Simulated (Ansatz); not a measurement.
Program: Ansatz. Geometries: PBE0-D4/def2-TZVP. ΔE: electronic, gas phase. CBS: MP2 limit from def2 TZ/QZ plus the TZ coupled-cluster correction, frozen cores. This one scheme is used for every species. Functionals use def2-TZVPP. B3LYP here is the variant with VWN-RPA as its local correlation; programs differ in this. HSE06 is defined as in plane-wave codes. def2 core potentials past Kr. For Se, Sn outer-core shells are correlated without core-valence functions, which leaves a few kJ/mol of doubt a bond. Scalar relativity is left out up to krypton. One conformer a species, not always the lowest.

Consider the ligand exchange at the Sn–S bond: `[SH][SnH2][SeH]` + HCl → `[Cl][SnH2][SeH]` + H₂S.

Task: Is it downhill or uphill in electronic energy at CCSD(T)/CBS, and by how much? (An estimate is asked.)

Result: The calculation gave: Downhill: ΔE = -7.3 kcal/mol.

Task: What do these levels give: revPBE-D4, B3LYP-D4, r2SCAN0-D4, HSE06-D4, BLYP, r2SCAN, r2SCANh, HSE06, BHLYP, HF/def2-SVP, HF/def2-TZVPP, MP2/def2-TZVPP? (An estimate is asked.)

Result: The calculation gave: revPBE-D4 -6.6, B3LYP-D4 -7.8, r2SCAN0-D4 -7.6, HSE06-D4 -6.9, BLYP -8.3, r2SCAN -7.7, r2SCANh -7.8, HSE06 -7.3, BHLYP -9.1, HF/def2-SVP -10.8, HF/def2-TZVPP -10.4, MP2/def2-TZVPP -6.5 kcal/mol.

Largest T1 diagnostic among the species: 0.011.

Leaving LDA and LC-ωPBE aside and taking each functional with its dispersion term where it has one, the values, not all of them listed here, spread over 2.0 kcal/mol, from B97M-V to revPBE-D4. LDA lies +0.8 kcal/mol from PBE without D4. From BLYP to BHLYP (50 % exact exchange), in def2-TZVPP and without D4, ΔE moves by −0.8 kcal/mol.
